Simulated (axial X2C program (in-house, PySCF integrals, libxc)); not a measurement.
## SnCl along the bond: B3LYP, spin-free

All values were computed with an in-house all-electron X2C program for linear molecules (integrals from PySCF). Spin-free means the one-electron spin-free X2C Hamiltonian. Basis: Sn dyall-cv3z [11s12p9d4f1g], Cl dyall-av3z [9s8p3d2f] (cores contracted in-house); Gaussian nuclei, density fitting, unrestricted open shells. Masses: Sn 119.902 u, Cl 34.969 u.

State: M_S = 1/2, Λ = 1 (beyond evenly filled blocks: π+α). Dipoles are positive if Cl is the positive end.

```tsv
R (Å)	μ (D)	HOMO (eV)	LUMO (eV)	⟨S²⟩
2.075	-0.702	-4.28	-2.95	0.751
2.170	-1.320	-4.44	-3.10	0.751
2.242	-1.785	-4.56	-3.22	0.751
2.313	-2.247	-4.67	-3.33	0.751
2.385	-2.707	-4.79	-3.44	0.752
2.469	-3.235	-4.92	-3.56	0.752
2.552	-3.752	-5.05	-3.69	0.752
2.659	-4.401	-5.21	-3.84	0.752
2.790	-5.163	-5.39	-4.01	0.752
2.981	-6.209	-5.64	-4.25	0.753
```

The minimum lies at 2.401 Å. What is the dipole moment there, and its slope?

At B3LYP, spin-free, with the sign and origin stated: μ = -2.81 D, dμ/dR = -6.36 D/Å.

The state is a single determinant with fixed occupations, the lowest that a limited PBE0 search found. Without a current term, density functionals place determinants with orbital angular momentum somewhat too high.
